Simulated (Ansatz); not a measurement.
Start from `CB(C)CS` and change one atom or group to get `CB(C)O[SiH3]`.

Ansatz, PBE0-D4/def2-TZVP geometries, multiplicity 1. Each molecule was computed in one conformer, which needn't be the lowest.

```json
{"property": "HOMO–LUMO gap (ωB97M-V/def2-TZVPP) / eV", "`CB(C)CS`": "11.00"}
{"property": "LUMO energy (B3LYP/def2-TZVPP) / eV", "`CB(C)CS`": "-0.27"}
{"property": "HOMO–LUMO gap (PBE0/def2-TZVPP) / eV", "`CB(C)CS`": "7.09"}
{"property": "HOMO energy (B3LYP/def2-TZVPP) / eV", "`CB(C)CS`": "-6.89"}
{"property": "LUMO energy (PBE/def2-TZVPP) / eV", "`CB(C)CS`": "-0.99"}
{"property": "size of the dipole moment (ωB97M-V/def2-TZVPP) / D", "`CB(C)CS`": "1.01"}
```

Give the same properties after the change, and the shifts. (Best estimate.)

Ansatz gave: 
| property | `CB(C)O[SiH3]` | shift |
| --- | --- | --- |
| HOMO–LUMO gap (ωB97M-V/def2-TZVPP) / eV | 12.15 | 1.15 |
| LUMO energy (B3LYP/def2-TZVPP) / eV | 0.01 | 0.28 |
| HOMO–LUMO gap (PBE0/def2-TZVPP) / eV | 8.35 | 1.26 |
| HOMO energy (B3LYP/def2-TZVPP) / eV | -7.89 | -1.00 |
| LUMO energy (PBE/def2-TZVPP) / eV | -0.76 | 0.23 |
| size of the dipole moment (ωB97M-V/def2-TZVPP) / D | 0.66 | -0.35 |

With PBE0 the HOMO falls by 0.99 eV and the LUMO rises by 0.27 eV, so the gap widens by about 1.26 eV. PBE moves the HOMO by -0.73 eV and ωB97M-V by -1.15 eV. Dipoles are sizes alone; their direction can turn.

B3LYP here is the variant with VWN-RPA as its local correlation; programs differ in this.
